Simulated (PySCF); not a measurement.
## Ni⁻ (nickel, charge -1) across methods

[Ar] 3d9 4s2, 2D determinant. Computed with PySCF 2.14 in aug-cc-pwCVTZ (10s9p7d4f3g, 127 functions), with no relativity, point nucleus.

```
 method  E (hartree)  mean ε 3d β (eV)  mean ε 4s α (eV)  mean ε 4s β (eV)  Σ⟨r²⟩ (bohr²)   ⟨S²⟩
r2SCAN0    -1508.276            -0.303             0.268             0.445          62.50  0.760
  TPSSh    -1508.357             0.974             0.761             0.865          62.18  0.756
   MN15    -1508.654            -1.728            -0.409            -0.287          64.47  0.756
    PBE    -1508.122             1.658             0.890             1.017          62.23  0.756
   PBE0    -1508.110            -0.226             0.400             0.536          63.23  0.755
 r2SCAN    -1508.328             1.639             0.744             0.888          60.96  0.760
    LDA    -1505.715             1.557             0.783             0.907          60.54  0.755
```

**Question.** Estimate the same row for UHF.

**Answer.** E (hartree) = -1506.82651; mean ε 3d β (eV) = -6.404; mean ε 4s α (eV) = -0.805; mean ε 4s β (eV) = -0.283; Σ⟨r²⟩ (bohr²) = 76.38; ⟨S²⟩ = 0.780.

The outer electron is barely bound at this level, so radii and moments hang on the diffuse functions.

The highest occupied level is positive at r2SCAN0, TPSSh, PBE, PBE0, r2SCAN, LDA: only the finite basis holds that electron, which in a density functional comes from self-interaction.
